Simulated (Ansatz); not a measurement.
F₄Ti, triplet, geometry from GFN2-xTB (such geometries of metal compounds can be far from the true shape) (the multiplicity is a formal guess); Ansatz (an electronic-structure program) with CAM-B3LYP/6-31G**.

The Ansatz input:
Ansatz 0.2 input:
```yaml
crystal:
  periodic: [false, false, false]
  atoms:
    - {symbol: Ti, position_ang: [-0.00000000, -0.00000000, -0.00000000]}
    - {symbol: F, position_ang: [1.25633748, 0.24806843, -1.23212847]}
    - {symbol: F, position_ang: [1.13924286, -0.58019840, 1.23432488]}
    - {symbol: F, position_ang: [-1.27182203, -0.37572621, -1.18294586]}
    - {symbol: F, position_ang: [-1.12375831, 0.70785618, 1.18074945]}
basis:
  gaussian:
    orbitals: 6-31G__.json
    point_charges:
      - {charge: 0.5, position_ang: [-2.7145, -3.6590, -1.4366]}
hamiltonian:
  xc: cam_b3lyp
magnetization: {spin_polarized: true, initial_magnetization: 2}
```
The basis file holds 6-31G** in the JSON format of the Basis Set Exchange.

**Question.** Write the output that Ansatz gives for this input, abridged.

**Answer.** 
```
Functional definition: CAM-B3LYP
872 factors; integrals over basis functions are off by at most 6.9e-4 eV
160 factors; integrals over basis functions are off by at most 2.2e-4 eV
mean field evaluation 1: about -33974.1155 eV, gradient 4.1e1 eV
mean field evaluation 2: about -33926.3763 eV, gradient 1.4e2 eV
mean field evaluation 4: about -33980.0786 eV, gradient 1.3e1 eV
mean field evaluation 8: about -33980.7044 eV, gradient 8.1e-1 eV
mean field evaluation 16: about -33980.7145 eV, gradient 3.9e-2 eV
mean field evaluation 32: about -33980.7151 eV, gradient 2.3e-3 eV
mean field evaluation 64: about -33980.6199 eV, gradient 4.6e0 eV
mean field -33980.71507098 eV, -1248.7682459027 hartree, gradient 1.0e-5 eV, S^2 2.010198; 6 other end points of the search recorded, 0 dependent functions left out
reference -33980.71521368 eV, -1248.7682511466 hartree; 30, 28 occupied and 66, 68 virtual orbitals, 872 factors
Total energy: -33980.71521368 eV, -1248.7682511466 hartree
```
